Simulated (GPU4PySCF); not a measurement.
BCzBN core (C30H17BN2), SMILES c1cc2c3c(c1)-n1c4ccccc4c4cccc(c41)B3c1cccc3c4ccccc4n-2c13. Atoms are numbered in the order given.

```xyz
50

C     -0.6905     1.5287     2.8165
C     -1.7208     1.2593     1.9229
C     -1.4296     0.6079     0.7169
C     -0.1053     0.1676     0.4229
C      0.9300     0.5542     1.3243
C      0.6306     1.2060     2.5282
N      2.2519     0.2153     1.0029
C      3.4699     0.6485     1.5840
C      3.7496     1.6785     2.4907
C      5.0785     1.8938     2.8596
C      6.1239     1.1208     2.3365
C      5.8536     0.1291     1.3968
C      4.5306    -0.0984     1.0118
C      3.9412    -0.9790     0.0093
C      4.4531    -1.9107    -0.8881
C      3.5690    -2.5564    -1.7627
C      2.2028    -2.2648    -1.7467
C      1.6368    -1.3296    -0.8532
C      2.5525    -0.7249     0.0189
B      0.1677    -0.8423    -0.7268
C     -1.0767    -1.2657    -1.5538
C     -1.1798    -2.1833    -2.6217
C     -2.3793    -2.4154    -3.2993
C     -3.5476    -1.7241    -2.9519
C     -3.4937    -0.8073    -1.9070
C     -4.4560     0.1075    -1.3028
C     -5.7893     0.3955    -1.6018
C     -6.4375     1.4071    -0.8974
C     -5.7431     2.1394     0.0749
C     -4.4118     1.8635     0.3910
C     -3.7729     0.8135    -0.2804
N     -2.4453     0.3226    -0.2065
C     -2.2730    -0.6134    -1.2249
H     -0.9273     1.9938     3.7776
H     -2.7439     1.4900     2.2032
H      1.4003     1.3959     3.2698
H      2.9774     2.3351     2.8847
H      5.3034     2.6961     3.5678
H      7.1531     1.3139     2.6500
H      6.6632    -0.4558     0.9518
H      5.5238    -2.1325    -0.9151
H      3.9545    -3.2904    -2.4752
H      1.5622    -2.7828    -2.4611
H     -0.2962    -2.7346    -2.9451
H     -2.4033    -3.1382    -4.1191
H     -4.4804    -1.8995    -3.4954
H     -6.3073    -0.1583    -2.3896
H     -7.4809     1.6473    -1.1175
H     -6.2478     2.9575     0.5963
H     -3.8989     2.4901     1.1169
```
Charge 0, spin multiplicity 1.

Geometry: ωB97X-D3(BJ)/def2-SVP.

Two levels are set side by side: PBE-D3(BJ)/def2-SVP (GPU4PySCF) and ωB97X-D3(BJ)/def2-SVP (GPU4PySCF). Each level has its own optimised geometry; the coordinates shown are those of the second. Differences are taken from unrounded values.

```json
[
 {"quantity": "mean bond length (Å)", "ωB97X-D3(BJ)": "1.321"},
 {"quantity": "bond C1–C2 (Å)", "ωB97X-D3(BJ)": "1.390"},
 {"quantity": "bond C1–C6 (Å)", "ωB97X-D3(BJ)": "1.390"},
 {"quantity": "bond C2–C3 (Å)", "ωB97X-D3(BJ)": "1.401"},
 {"quantity": "bond C3–C4 (Å)", "ωB97X-D3(BJ)": "1.426"},
 {"quantity": "bond C3–N32 (Å)", "ωB97X-D3(BJ)": "1.402"},
 {"quantity": "bond C4–C5 (Å)", "ωB97X-D3(BJ)": "1.426"},
 {"quantity": "bond C4–B20 (Å)", "ωB97X-D3(BJ)": "1.554"},
 {"quantity": "bond C5–C6 (Å)", "ωB97X-D3(BJ)": "1.401"},
 {"quantity": "bond C5–N7 (Å)", "ωB97X-D3(BJ)": "1.402"},
 {"quantity": "bond N7–C8 (Å)", "ωB97X-D3(BJ)": "1.417"},
 {"quantity": "bond N7–C19 (Å)", "ωB97X-D3(BJ)": "1.394"},
 {"quantity": "bond C8–C9 (Å)", "ωB97X-D3(BJ)": "1.400"},
 {"quantity": "bond C8–C13 (Å)", "ωB97X-D3(BJ)": "1.418"},
 {"quantity": "bond C9–C10 (Å)", "ωB97X-D3(BJ)": "1.396"},
 {"quantity": "bond C10–C11 (Å)", "ωB97X-D3(BJ)": "1.401"},
 {"quantity": "bond C11–C12 (Å)", "ωB97X-D3(BJ)": "1.393"}
]
```

Question: What does PBE-D3(BJ) give, and how far is it from ωB97X-D3(BJ)? (Estimate from the structure and the level; the computed values follow.)

Answer: 
```csv
quantity,PBE-D3(BJ),PBE-D3(BJ) minus ωB97X-D3(BJ)
mean bond length (Å),1.328,0.007
bond C1–C2 (Å),1.397,0.007
bond C1–C6 (Å),1.397,0.007
bond C2–C3 (Å),1.410,0.008
bond C3–C4 (Å),1.437,0.011
bond C3–N32 (Å),1.405,0.003
bond C4–C5 (Å),1.437,0.011
bond C4–B20 (Å),1.552,-0.002
bond C5–C6 (Å),1.410,0.008
bond C5–N7 (Å),1.405,0.003
bond N7–C8 (Å),1.419,0.002
bond N7–C19 (Å),1.397,0.004
bond C8–C9 (Å),1.406,0.006
bond C8–C13 (Å),1.432,0.014
bond C9–C10 (Å),1.404,0.008
bond C10–C11 (Å),1.408,0.007
bond C11–C12 (Å),1.401,0.008
```

Exact exchange shortens and stiffens bonds; PBE has none. Differences between two approximate levels are no errors against the true value.
